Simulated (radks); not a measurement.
The numbers below are computed, except where a source is named.
The mean radii <r> (bohr) of the occupied orbitals of an atom or ion are listed with their occupations. Level of theory: Dirac Kohn-Sham, relativistic LDA (MacDonald-Vosko exchange, VWN5 correlation), spin-unpolarised, spherical densities, finite nucleus; Fermi nuclear charge, rms radius of each element as measured or else 0.836 A^(1/3) + 0.57 fm (a radial shooting solver on a logarithmic mesh with Libxc functionals).

orbital  occ.      <r>
1s1/2       2  0.03355
2s1/2       2   0.1457
2p1/2       2   0.1239
2p3/2       4   0.1286
3s1/2       2   0.4035
3p1/2       2   0.3961
3p3/2       4   0.4068
3d3/2       4   0.3816
3d5/2       6   0.3850
4s1/2       2   0.9864
4p1/2       2    1.048
4p3/2       4    1.072
4d3/2       2    1.258

Name the element and its charge. Open shells, if any, fill j = l - 1/2 first.

Answer. Z = 44, ruthenium, charge +6: Ru6+ in [Kr] 4d2. The 1s radius gives Z: for a bare nucleus <r> = (2 gamma + 1)/(2Z) with gamma = sqrt(1 - (Z/c)^2), 0.03289 bohr for Z = 44, and screening makes it slightly larger (0.03355 here). The occupations add up to 38, and the charge is Z minus that.
